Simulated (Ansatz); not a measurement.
This geometry of BClFH4N (8 atoms, charge 0, multiplicity 1) is a first-order saddle point.

Theory: RKS PBE-D4/def2-SVP (Ansatz).

```xyz
8
Properties=species:S:1:pos:R:3
B -0.056 -0.441 -0.034
F -0.356 0.336 1.613
H 1.040 -0.016 -0.322
Cl -1.459 -0.010 -1.056
N -0.149 -1.759 0.681
H -0.950 -2.354 0.443
H 0.712 -2.310 0.749
H -0.352 -0.725 1.689
```

(1) Which two structures does it join? (They come from a converged band through this point; their orientation in space is the band's.)

(2) How far does it lie above each of them?

## Answers

(1) Bonds broken: B1–F2, N5–H8. Bonds formed: F2–H8. BClFH4N becomes BClH3N + FH.

Initial state:

```xyz
8
Properties=species:S:1:pos:R:3
B 0.007 -0.163 0.160
F 0.222 0.652 1.255
H 0.952 -0.276 -0.616
Cl -1.614 0.162 -0.701
N -0.235 -1.670 0.811
H -0.398 -2.362 0.065
H 0.572 -1.974 1.379
H -1.076 -1.649 1.410
```

Final state:

```xyz
8
Properties=species:S:1:pos:R:3
B -0.021 -0.620 -0.364
F -0.437 0.314 2.269
H 1.034 -0.046 -0.504
Cl -1.465 -0.057 -1.208
N -0.106 -1.767 0.463
H -0.940 -2.360 0.482
H 0.738 -2.226 0.810
H -0.374 -0.518 1.815
```

(2) 1.37 eV above the first and 0.28 eV above the second. This is the barrier of this one path; another mechanism may lie lower. The orbitals stay closed-shell, which can raise the energy where a bond breaks towards radicals; this wasn't checked here.

The run took 3.5 min on 1 thread of Arm Neoverse V1, on a shared host, peak memory 0.11 GiB.
